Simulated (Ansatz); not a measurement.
`[AlH2][BH]CCl` and `CC[BH][AlH2]` differ in one atom or group.

Ansatz, PBE0-D4/def2-TZVP geometries, multiplicity 1. Each molecule was computed in one conformer, which needn't be the lowest.

```csv
property,`[AlH2][BH]CCl`
HOMO energy (PBE/def2-TZVPP) / eV,-5.95
HOMO–LUMO gap (B3LYP/def2-TZVPP) / eV,5.22
"ideal-gas entropy at 298 K and 1 bar (rigid rotor, harmonic PBE0-D4/def2-TZVP) / J/(mol·K)",338
HOMO–LUMO gap (ωB97M-V/def2-TZVPP) / eV,9.33
LUMO energy (PBE/def2-TZVPP) / eV,-2.30
zero-point energy (PBE0-D4/def2-TZVP) / kJ/mol,141.3
```

(1) Give the same properties after the change, and the shifts. (An estimate is asked.)

## Answers

(1) Computed: 
| property | `CC[BH][AlH2]` | shift |
| --- | --- | --- |
| HOMO energy (PBE/def2-TZVPP) / eV | -5.87 | 0.08 |
| HOMO–LUMO gap (B3LYP/def2-TZVPP) / eV | 4.90 | -0.32 |
| ideal-gas entropy at 298 K and 1 bar (rigid rotor, harmonic PBE0-D4/def2-TZVP) / J/(mol·K) | 350 | 12 |
| HOMO–LUMO gap (ωB97M-V/def2-TZVPP) / eV | 9.28 | -0.05 |
| LUMO energy (PBE/def2-TZVPP) / eV | -2.72 | -0.42 |
| zero-point energy (PBE0-D4/def2-TZVP) / kJ/mol | 234.1 | 92.8 |

With PBE0 the HOMO rises by 0.12 eV and the LUMO falls by 0.23 eV, so the gap narrows by about 0.35 eV. PBE moves the HOMO by 0.08 eV and ωB97M-V by 0.13 eV. The zero-point energy changes by 92.8 kJ/mol with +9 modes. Modes under 60 cm⁻¹, often nearly free rotors, make the harmonic entropy too high.

B3LYP here is the variant with VWN-RPA as its local correlation; programs differ in this.
